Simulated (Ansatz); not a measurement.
`C=[N][SbH2]` + H₂Te → `[SbH2][TeH]` + `C=N` at 400 K and 1 bar (ligand exchange at the Sb–N bond).

Calculated with Ansatz (gas phase, PBE0-D4/def2-TZVP geometries, no zero-point term in ΔE). CCSD(T)/CBS is the MP2 limit (def2-TZVPP, def2-QZVPP) plus CCSD(T) − MP2 in def2-TZVPP, frozen cores. This one scheme is used for every species. Elements past krypton have def2 core potentials. For Sb, Te outer-core shells are correlated without core-valence functions, which leaves a few kJ/mol of doubt a bond.

```csv
species,CCSD(T)/CBS energy (Eh),H − E (kJ/mol),S (J/(mol·K))
`C=[N][SbH2]`,-335.12055,136.7,322.8
H₂Te,-268.91024,45.0,239.1
`[SbH2][TeH]`,-509.54647,75.2,333.7
`C=N`,-94.52360,119.4,238.9
```

H − E and S are ideal-gas, rigid-rotor, harmonic terms from PBE0-D4/def2-TZVP, for one conformer and one mirror image of each species. 1 Eh = 2625.50 kJ/mol, R = 8.31446 J/(mol·K).

By hand: ΔE, ΔH, ΔS and ΔG.

ΔE = (-509.54647) + (-94.52360) − (-335.12055) − (-268.91024) = -0.03928 Eh = -103.1 kJ/mol. Δ(H − E) = 75.2 + 119.4 − 136.7 − 45.0 = 12.9, so ΔH = -90.2 kJ/mol. ΔS = 333.7 + 238.9 − 322.8 − 239.1 = 10.7 J/(mol·K). ΔG = -90.2 − 400 × (10.7)/1000 = -94.5 kJ/mol.

By hand: the equilibrium constant, and the temperature at which ΔG would vanish if ΔH and ΔS stayed fixed.

log₁₀ K = −ΔG/(RT ln 10) = 12.3. ΔH and −TΔS have one sign here, so there is no such temperature.

The number of gas molecules stays the same, so ΔS is small and ΔH decides. A doubt of 5 kJ/mol in ΔE shifts log₁₀ K by 0.7 here. Other conformers and mirror images would add mixing entropy, several J/(mol·K) or more a flexible species. These are equilibria of isolated gas molecules and say nothing of rates. Largest T1 diagnostic: 0.015 (customary marks: 0.02 for closed shells, 0.045 for open ones).

ΔS is within the doubt of such terms, so its sign, and with it that verdict, could turn.
